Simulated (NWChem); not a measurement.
# CH7NSi; SMILES C[SiH2]N

```xyz
10

Si    -0.4954     0.0563     0.0000
C      0.4561    -1.5787     0.0000
N      0.4357     1.5275     0.0000
H     -1.3519     0.0978     1.2186
H     -1.3519     0.0978    -1.2186
H      1.0947    -1.6765    -0.8861
H      1.0947    -1.6765     0.8861
H     -0.2431    -2.4253     0.0000
H      0.9536     1.7872    -0.8314
H      0.9536     1.7872     0.8314
```
Atoms are numbered in this order, from 1.

Results from NWChem. Pople sets run with spherical d functions. Coordinates come from a B3LYP/6-31G* (spherical d) optimisation. Total energies compare along this basis series because the functional is fixed.

```csv
level,basis functions,energy (Ha),highest occupied level (eV),orbital gap (eV),dipole (D)
Hartree-Fock/STO-3G,26,-380.8436,-8.02,21.33,1.10
Hartree-Fock/3-21G,45,-383.2894,-10.26,15.68,1.85
Hartree-Fock/6-31G*,60,-385.3296,-10.51,15.11,1.70
Hartree-Fock/6-31+G*,72,-385.3350,-10.64,12.19,1.62
Hartree-Fock/6-311G**,104,-385.3901,-10.60,14.31,1.62
Hartree-Fock/6-311++G**,123,-385.3930,-10.65,11.74,1.55
```
